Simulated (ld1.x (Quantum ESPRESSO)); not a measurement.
## Configuration tests for copper (PAW)

copper, PAW, made with ld1.x (Quantum ESPRESSO) 7.5 (PBE, non-relativistic). Core [Ar], reference 3d10 4s1 4p0. Waves: 4s (bound): rcut 2.25, rcutus 2.60 bohr; 4s channel at 1.7 Ry: rcut 2.25, rcutus 2.60 bohr; 4p (bound, empty): rcut 3.35, rcutus 4.15 bohr; 4p channel at 3.45 Ry: rcut 3.35, rcutus 4.15 bohr; 3d (bound): rcut 1.05, rcutus 1.35 bohr; 3d channel at 0.35 Ry: rcut 1.05, rcutus 1.35 bohr. Local part: all-electron potential smoothed inside 3.05 bohr (lloc = -1). Core correction: a·sin(br)/r model core, default radius (ld1.x builds one for every PAW set, though the input has nlcc=.false.). Augmentation charge: PSQ, inside the norm-conserving radii.

Energies are relative to the spin-unpolarised reference configuration 3d10 4s1 4p0; without spin polarisation the order of configurations can differ from experiment.

```tsv
valence configuration	charge	ΔE all-electron (eV)	error AE − PS (meV)
3d10 4s0 4p0	+1	7.912	-2.9
3d9 4s0 4p0	+2	29.396	-88
3d8 4s0 4p0	+3	68.685	-728
3d10 4s0.5 4p0	+0.5	3.060	-0.7
3d9 4s1 4p0	+1	11.812	-79
3d9 4s1 4p1	0	7.050	-79
```

(1) What are ΔE and the potential's error for 3d9 4s2 4p0?

Levels in the configuration 3d9 4s1 4p1:

```
level  all-electron (eV)  pseudo (eV)
   3d            -11.904      -12.102
   4s             -6.943       -6.933
   4p             -2.116       -2.110
```

## Answers

(1) ΔE = 2.400 eV all-electron; the error (AE − PS) is -84 meV.
